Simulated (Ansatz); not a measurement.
Calculated with Ansatz (gas phase, PBE0-D4/def2-TZVP geometries, no zero-point term in ΔE). CCSD(T)/CBS is the MP2 limit (def2-TZVPP, def2-QZVPP) plus CCSD(T) − MP2 in def2-TZVPP, frozen cores. DFT in def2-TZVPP. Elements past krypton have def2 core potentials. For Te outer-core shells are correlated without core-valence functions, which leaves a few kJ/mol of doubt a bond. One conformer a species, not always the lowest.

`N[Si@@H]1C[Si@H]1[SiH3]` + `O=C[TeH]` → `O=C[Te][SiH3]` + `N[SiH]1C[SiH2]1`  (cleavage of the Si–Si bond)

```csv
level,ΔE (kJ/mol)
ωB97M-V,-46.4
PBE,-35.9
HF/def2-QZVPP,-48.8
SCS-MP2/def2-QZVPP,-51.2
```

(1) What does CCSD(T)/CBS give? (An estimate is asked.)

Largest T1 diagnostic among the species: 0.016.

## Answers

(1) The calculation gave: -46.3 kJ/mol. The listed levels differ from it by -0.1, 10.4, -2.5, -4.9 kJ/mol.

From PBE to PBE0 (25 % exact exchange), in def2-TZVPP and without D4, ΔE moves by −3.9 kJ/mol.
